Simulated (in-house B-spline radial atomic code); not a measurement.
# RPA and G0W0 on r2SCAN0: Ga8+

Configuration [Ar] 3d5, highest spin, mean-field start r2SCAN0. Computed with an all-electron radial atomic-structure program (B-spline basis): all electrons, scalar-relativistic (spin-free one-electron X2C), finite nucleus, each spin shell either full or empty, empty states to l = 9 with an (l + 1/2)⁻⁴ tail; G0W0 by contour deformation at full frequency.

Command:
```bash
python run_gw.py task.json out
```
Settings (radii: box in bohr, nucleus in fm):
```
Z                        31
electrons                23
configuration            [Ar] 3d5
hamiltonian              x2c
method                   r2scan0
lmax                     9
rms_radius               3.9973
spin_polarised           True
box_radius               7.7
intervals                66
```

Time taken, with all properties: 2.1 s on 1 thread of Arm Neoverse V1, on a shared host.

Energies (hartree):

```tsv
term	value
mean-field total	-1920.66362
Hartree-Fock functional on these orbitals	-1919.58314
direct second order	-1.7281
second-order exchange	0.56462
SOSEX correction	0.5325
```

**Question.** What is the RPA correlation energy, and what remains with SOSEX?

**Answer.** RPA gives -1.5744 hartree (-1.86 eV per electron); RPA + SOSEX gives -1.0419, and the second-order doubles -1.1635 hartree (no singles). RPA lacks exchange-type terms and so overcorrelates at short range.

Quasi-particle levels (eV):

```
  level  occupied  mean field  Σx - vxc     Σc  QP weight     G0W0
  3d up       yes     -200.71    -12.69      ?          ?        ?
3p down       yes     -273.27    -10.55  -0.06      0.973  -283.87
3s down       yes     -327.73    -16.75   7.90      0.869  -336.57
3d down        no     -179.65     14.67  -5.30      0.977  -170.27
```

G0W0 = mean field + (Σx - vxc) + Σc, with Σc (partial-wave tail included) taken at the quasi-particle energy. Only the outer levels were computed. Levels of low weight are left out.

**Question.** Where does G0W0 put 3d up?

**Answer.** At -211.95 eV, with Σc = 1.45 eV and a quasi-particle weight of 0.975. The tabulated removal energy is 211 ± 2.2 eV (NIST, tabulated theory); the calculation leaves out spin-orbit coupling, Breit and QED terms, and what these don't explain is the method's own error.
